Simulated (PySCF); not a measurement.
Stepwise substitution at one centre (Ge Cl-H). Gas-phase values, no solvent. Strings in code marks are SMILES.

All values below come from PBE-D3(BJ)/def2-TZVP // CAM-B3LYP-D3(BJ)/def2-TZVP in PySCF. 

```json
[
 {"species": "1 of 4 Cl replaced by H (`[Cl][GeH]([Cl])[Cl]`)", "LUMO (eV)": "-2.41", "dipole moment (D)": "1.36", "HOMO–LUMO gap (eV)": "5.54"},
 {"species": "2 of 4 Cl replaced by H", "LUMO (eV)": "___", "dipole moment (D)": "___", "HOMO–LUMO gap (eV)": "5.96"},
 {"species": "3 of 4 Cl replaced by H", "LUMO (eV)": "-1.21", "dipole moment (D)": "1.87", "HOMO–LUMO gap (eV)": "6.18"},
 {"species": "4 of 4 Cl replaced by H", "LUMO (eV)": "–", "dipole moment (D)": "0.00", "HOMO–LUMO gap (eV)": "8.58"}
]
```

Q: Some entries are withheld; supply them.

A: 
- 2 of 4 Cl replaced by H, LUMO (eV): -1.67
- 2 of 4 Cl replaced by H, dipole moment (D): 1.84
